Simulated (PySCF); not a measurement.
CH$_{3}$AlF$_{2}$, charge -1, doublet, at a GFN2-xTB geometry (such geometries of metal compounds can be far from the true shape) (a state made from the parent by changing its charge; the spin is typed, not shown lowest) (in this run its highest filled SCF level lies above zero, so its values depend strongly on the basis, on diffuse functions most of all). Base run: PBE0/6-31G* in PySCF.

Geometry (Å):
```xyz
7

Al    -0.0987     0.1964    -0.0958
C     -1.5796    -1.3760    -0.0185
H     -1.2334    -2.2487    -0.5855
H     -2.5792    -1.1317    -0.4038
H     -1.7196    -1.7121     1.0160
F      0.5474     1.8233    -0.4447
F      1.2630    -0.6238     0.5924
```
Charge -1, spin multiplicity 2.
Orbitals are unrestricted.
All else is at PySCF's defaults.
Base energy -481.75530 Eh.

Each row names what was changed in the base input (with any setting that the change needs).

```json
[
 {"change": "base", "ΔE vs base (mEh)": "0.000", "grid points": "91248", "electrons on the grid": "40.99999"},
 {"change": "grids.becke_scheme = stratmann", "ΔE vs base (mEh)": "-0.014", "grid points": "91248", "electrons on the grid": "41.00001"},
 {"change": "grids.atom_grid = (30, 110)", "ΔE vs base (mEh)": "0.410", "grid points": "17208", "electrons on the grid": "41.00043"},
 {"change": "grids.level = 7", "ΔE vs base (mEh)": "-0.014", "grid points": "501016", "electrons on the grid": "41.00000"},
 {"change": "grids.atom_grid = (50, 194)", "ΔE vs base (mEh)": "-0.006", "grid points": "46096", "electrons on the grid": "41.00001"},
 {"change": "grids.level = 0", "ΔE vs base (mEh)": "-13.179", "grid points": "6744", "electrons on the grid": "41.00737"},
 {"change": "grids.atom_grid = (99, 590)", "ΔE vs base (mEh)": "-0.014", "grid points": "224568", "electrons on the grid": "41.00000"},
 {"change": "grids.level = 1", "ΔE vs base (mEh)": "-0.020", "grid points": "29552", "electrons on the grid": "41.00004"},
 {"change": "grids.prune = dft.gen_grid.treutler_prune", "ΔE vs base (mEh)": "-0.001", "grid points": "80376", "electrons on the grid": "40.99999"},
 {"change": "grids.radi_method = gauss_chebyshev", "ΔE vs base (mEh)": "0.000", "grid points": "88896", "electrons on the grid": "40.99999"},
 {"change": "small_rho_cutoff = 0", "ΔE vs base (mEh)": "0.000", "grid points": "91248", "electrons on the grid": "40.99999"}
]
```

Open shells are given as the SCF converged; they aren't shown to be the lowest states, and a large step between rows can be another state.
